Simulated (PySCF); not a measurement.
C2BrCl3. Atoms are numbered in the order given.

```xyz
6

Cl     2.0222    -0.9720     0.0000
C      0.2964    -1.0025     0.0000
Cl    -0.4132    -2.5787     0.0000
C     -0.4566     0.1189     0.0000
Cl    -2.1809     0.0623     0.0000
Br     0.3052     1.8459     0.0000
```
Charge 0, spin multiplicity 1.

Coordinates come from a B3LYP-D3(BJ)/def2-SVP optimisation.

Level of theory: TDDFT-PBE/def2-SVPD in PySCF.

Vertical excitations. Gas-phase values at a fixed geometry. State labels are in the subgroup Cs.

**Question.** List the lowest excited states. (The exact figures need the calculation; the answer reports its results.)

**Answer.** 
| state | symmetry | energy (eV) | λ (nm) | f | main pairs |
|---|---|---|---|---|---|
| S1 | A" | 4.24 | 292 | 0.000 | HOMO→LUMO 99 % |
| S2 | A" | 4.83 | 257 | 0.000 | HOMO→LUMO+2 97 % |
| S3 | A" | 5.05 | 245 | 0.000 | HOMO→LUMO+3 98 % |
| S4 | A" | 5.21 | 238 | 0.000 | HOMO−1→LUMO+1 100 % |
| S5 | A' | 5.28 | 235 | 0.051 | HOMO−1→LUMO 70 %, HOMO→LUMO+1 25 % |
| S6 | A' | 5.34 | 232 | 0.217 | HOMO→LUMO+1 65 %, HOMO−1→LUMO 27 % |
| S7 | A' | 5.81 | 214 | 0.018 | HOMO−1→LUMO+2 91 % |
| S8 | A" | 5.96 | 208 | 0.000 | HOMO−2→LUMO 97 % |
| S9 | A' | 5.98 | 207 | 0.010 | HOMO−1→LUMO+3 91 % |
| S10 | A' | 6.14 | 202 | 0.037 | HOMO−2→LUMO+1 74 %, HOMO−5→LUMO 15 % |
| T1 | A' | 3.50 | 354 | 0 | HOMO→LUMO+1 98 % |
| T2 | A" | 3.86 | 321 | 0 | HOMO→LUMO 100 % |
| T3 | A" | 4.44 | 279 | 0 | HOMO→LUMO+2 99 % |
| T4 | A" | 4.65 | 266 | 0 | HOMO→LUMO+3 99 % |
Triplets are in the Tamm–Dancoff approximation, which puts them higher than full response would, so one can lie above its singlet here.
